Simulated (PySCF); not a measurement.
Level of theory: PBE0/[Se def2-TZVP, F def2-TZVP], no relativity, density fitting, PySCF. Open shells, if any, are unrestricted.

Q: What shape and geometry does isolated singlet SeF₃⁺ take (every ligand bound to Se)?

A: Counting electrons, selenium keeps 2 of its valence electrons outside its bonds, so the VSEPR class is AX3E1 and the expected shape is trigonal pyramidal (C3v), as computed. The lowest minimum found is a singlet of C3v symmetry with Se–F 1.651 Å (×3); F–Se–F 97.3° (×3). Its harmonic wavenumbers are 289 (e), 365 (a1), 819 (e), 836 (a1) cm⁻¹ and its dipole moment is 2.31 D about the centre of mass.

Other isomers or separated fragments may lie lower.
